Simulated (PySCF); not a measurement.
H4HfS, SMILES [SH][HfH3], multiplicity 1. The structure is a stationary point at PBE-D3(BJ)/def2-TZVP. The spin state was assumed, not searched. The def2 effective core potentials stand for the cores of Hf; spin–orbit coupling is left out.

Computed equilibrium geometry at PBE-D3(BJ)/def2-TZVP (PySCF confirms it by a frequency run) as a Z-matrix, and its point group:
point group Cs.
```
Hf
H 1 1.8547
H 1 1.8547 2 109.20
H 1 1.8582 2 111.17 3 123.02
S 1 2.4135 2 108.70 3 -118.44
H 5 1.3666 1 83.98 2 -120.62
```
